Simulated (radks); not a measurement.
Dy3+, 63 electrons, occupied as [Xe] 4f9. Method: Dirac Kohn-Sham, Wu-Cohen GGA, spin-unpolarised, spherical densities, point nucleus; open shells fill j = l - 1/2 first; computed with a radial shooting solver on a logarithmic mesh with Libxc functionals. Some entries of the table are withheld. Estimate them.

orbital,occ.,eigenvalue (eV),r(max) (bohr)
1s1/2,2,-53629.24,0.01337
2s1/2,2,-8952.473,0.07621
2p1/2,2,(1),0.05740
2p3/2,4,(2),0.06342
3s1/2,2,-2018.195,0.2157
3p1/2,2,-1827.895,0.2031
3p3/2,4,-1661.744,0.2157
3d3/2,4,-1334.417,0.1708
3d5/2,6,-1298.143,0.1744
4s1/2,2,-425.2234,0.4943
4p1/2,2,-350.1380,0.4974
4p3/2,4,-312.8543,0.5243
4d3/2,4,-189.1337,(3)
4d5/2,6,-182.3639,(4)
5s1/2,2,-78.2055,1.147
5p1/2,2,(5),1.246
5p3/2,4,(6),1.324
4f5/2,6,-35.0786,(7)
4f7/2,3,-34.1336,(8)
5d3/2,0,-25.0906,1.732
5d5/2,0,-24.6014,1.766
6s1/2,0,-22.9266,2.812
6p1/2,0,-17.9429,3.227
6p3/2,0,-17.0533,3.383

Answer. 
(1) 2p1/2 eigenvalue (eV): -8516.330
(2) 2p3/2 eigenvalue (eV): -7716.026
(3) 4d3/2 r(max) (bohr): 0.5292
(4) 4d5/2 r(max) (bohr): 0.5379
(5) 5p1/2 eigenvalue (eV): -57.2830
(6) 5p3/2 eigenvalue (eV): -52.1044
(7) 4f5/2 r(max) (bohr): 0.5318
(8) 4f7/2 r(max) (bohr): 0.5368
